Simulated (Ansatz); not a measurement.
`C[OH+][B-](C)(C)Cl`, relaxed with RKS PBE0-D4/def2-TZVP in the Gaussian-basis code of Ansatz from a PBE-D4/def2-SVP geometry. The force threshold is 0.005 eV/Å; the program also tests the step.

The species carries charge 0 and has multiplicity 1.

Start:

```xyz
16

C     0.921    1.712    0.924
O     0.231    1.136   -0.206
B     0.151   -0.592   -0.376
C    -0.662   -0.734   -1.746
C    -0.521   -1.146    0.969
Cl    1.958   -1.013   -0.523
H     1.910    1.221    0.942
H     1.035    2.801    0.760
H     0.384    1.509    1.872
H    -0.692    1.458   -0.246
H    -1.703   -0.343   -1.678
H    -0.159   -0.240   -2.602
H    -0.757   -1.810   -2.001
H     0.083   -0.970    1.884
H    -0.635   -2.247    0.881
H    -1.544   -0.742    1.144
```

**Question.** By how much does the energy fall, and how many steps does the optimiser take? (Best estimate.)

**Answer.** The calculation gave: 5.92 kJ/mol, in 9 steps.

**Question.** Which bonds change most? (Best estimate.)

**Answer.** Ansatz gave: O2–B3 from 1.738 to 1.694 Å; C1–H9 from 1.108 to 1.090 Å; C1–H7 from 1.105 to 1.087 Å; C1–H8 from 1.107 to 1.089 Å.

**Question.** Give the relaxed structure. (Best estimate.)

**Answer.** Computed: 
```xyz
16

C     0.888    1.682    0.936
O     0.262    1.109   -0.220
B     0.158   -0.574   -0.378
C    -0.673   -0.722   -1.725
C    -0.489   -1.128    0.967
Cl    1.943   -1.037   -0.556
H     1.856    1.195    1.020
H     1.017    2.751    0.768
H     0.294    1.495    1.831
H    -0.623    1.468   -0.347
H    -1.696   -0.333   -1.637
H    -0.191   -0.235   -2.576
H    -0.772   -1.782   -1.974
H     0.122   -0.956    1.858
H    -0.606   -2.212    0.879
H    -1.491   -0.721    1.153
```
